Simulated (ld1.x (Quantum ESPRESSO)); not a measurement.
**u(r) = r·R(r): atom against pseudo-atom (copper (Cu))**

Columns: radius, all-electron u(r) and pseudo u(r) of the 3d shell (level -5.21 eV) of copper in the configuration [Ne] 3s2 3p6 3d10 4s1 4p0; PBE, non-relativistic, PAW scheme, ld1.x (Quantum ESPRESSO) 7.5.

```csv
r (bohr),all-electron,pseudo
0.075,0.0534,0.0011
0.150,0.2354,0.0089
0.225,0.4617,0.0288
0.300,0.6633,0.0647
0.375,0.8136,0.1181
0.450,0.9105,0.1876
0.525,0.9611,0.2696
0.600,0.9758,0.3586
0.675,0.9652,0.4478
0.750,0.9381,0.5301
0.825,0.9010,0.5995
0.900,0.8585,0.6513
0.975,0.8135,0.6829
1.050,0.7682,0.6943
1.125,0.7236,0.6875
1.200,0.6807,0.6665
1.275,0.6398,0.6359
1.350,0.6012,0.6007
1.425,0.5648,0.5648
1.500,0.5307,0.5307
1.575,0.4989,0.4989
1.650,0.4691,0.4691
1.725,0.4414,0.4414
1.800,0.4155,0.4155
1.875,0.3913,0.3913
1.950,0.3688,0.3688
```

Task: How many radial nodes do the two functions have?

Result: The all-electron 3d function has n − l − 1 = 0; the pseudo-wave has 0.

Task: At about which radius was the pseudo-wave matched?

Result: 1.50 bohr. The columns agree to 0.0005 from 1.35 bohr on; several derivatives are matched, so the curves merge somewhat inside the radius.

Task: Is the pseudo-wave norm-conserving?

Result: No, it belongs to a PAW set: the norm inside the radius is not constrained, and the difference is carried by the augmentation charge.
